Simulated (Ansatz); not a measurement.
The cluster As4P, relaxed as a doublet with UKS B3LYP-D4/def2-SVP in Ansatz, starting from the GFN2-xTB geometry. Force threshold 0.02 eV/Å.

Another isomer (doublet) lies 0.02 eV lower at PBE0-D4/def2-TZVP; other spin states weren't run for this one.

Start:

```
atom   x (Å)   y (Å)   z (Å)
  P1   0.663   1.324   0.302
 As2  -0.589  -1.319  -0.730
 As3   0.686  -0.793   1.318
 As4   0.588   0.482  -1.858
 As5  -1.347   0.306   0.967
```

| step | energy (eV) | largest force component (eV/Å) | SCF passes |
| --- | --- | --- | --- |
| 1 | -252628.1972 | 1.487 | 19 |
| 2 | -252628.2916 | 0.421 | 23 |
| 3 | -252628.3198 | 0.100 | 23 |
| 4 | -252628.3211 | 0.011 | 23 |

Force components are those of the run's own axes.

End:

```xyz
5

P     0.684    1.370    0.326
As   -0.611   -1.364   -0.738
As    0.726   -0.817    1.323
As    0.589    0.484   -1.868
As   -1.388    0.327    0.956
```

By distances, no bond broke or formed. The bond that changes most is As3–As5, from 2.34 to 2.43 Å (atoms count from 1).

No frequencies were taken in this run, so the end may be a saddle point.

Hardware: 4 threads of Arm Neoverse V2 on a shared host. Wall time 20 s, peak host memory 0.67 GiB.
